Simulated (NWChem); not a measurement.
System: C5H5N; SMILES C=C/C=C/C#N

The following NWChem deck was run.

```
start job
memory heap 200 mb stack 900 mb global 1100 mb
geometry units angstroms noautosym nocenter noautoz
  C      0.415487    -2.841877     0.000000
  C     -0.353954    -1.741674     0.000000
  C      0.181731    -0.393910     0.000000
  C     -0.586936     0.718058     0.000000
  C     -0.043338     2.034576     0.000000
  N      0.384723     3.117887     0.000000
  H      1.501042    -2.777085     0.000000
  H     -0.014216    -3.838699     0.000000
  H     -1.439004    -1.839535     0.000000
  H      1.265273    -0.288838     0.000000
  H     -1.672442     0.645034     0.000000
end
basis spherical
  * library def2-svp
end
dft
  xc m05-2x
  iterations 150
end
cosmo
  do_cosmo_smd true
  solvent anisole
end
task dft energy
```

Coordinates come from a B3LYP/6-31G* (spherical d) optimisation. Solvent: anisole.

Level: M05-2X/def2-SVP with SMD (1 M gas to 1 M solution), gas-phase geometry.

Q: Predict the main results of this run. (M05-2X/def2-SVP, SMD on the gas-phase geometry.) Quantities: solvation free energy (kcal/mol); cavity-dispersion-structure term (kcal/mol); dipole in solution (D).

A: 
| Property | Value |
|---|---|
| solvation free energy (kcal/mol) | -5.7 |
| cavity-dispersion-structure term (kcal/mol) | 0.4 |
| dipole in solution (D) | 5.73 |
